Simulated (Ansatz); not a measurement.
C2H5NOSi, SMILES [Si@@H](N)(O)C#C.

Geometry: B3LYP-D3(BJ)/def2-SVP. The structure was generated by enumeration; whether it is a known compound was not checked. One conformer was computed; it need not be the lowest.

Two levels are set side by side: PBE/def2-SVPD (Ansatz, a program for electronic structure) and PBE0/def2-SVPD (Ansatz). Energy differences of separate SCF runs at the same geometry; the states with an electron removed or added have multiplicity 2 and 2. Differences are taken from unrounded values.

```tsv
quantity	PBE
vertical ionisation energy (eV)	9.40
vertical singlet–triplet gap (eV)	5.05
```

Task: These are the PBE values. What does PBE0 give? (The exact figures need the calculation; the answer reports its results.)

Result: 
```
quantity                           PBE0  PBE minus PBE0
---------------------------------  ----  --------------
vertical ionisation energy (eV)    9.81           -0.41
vertical singlet–triplet gap (eV)  5.03            0.02
```
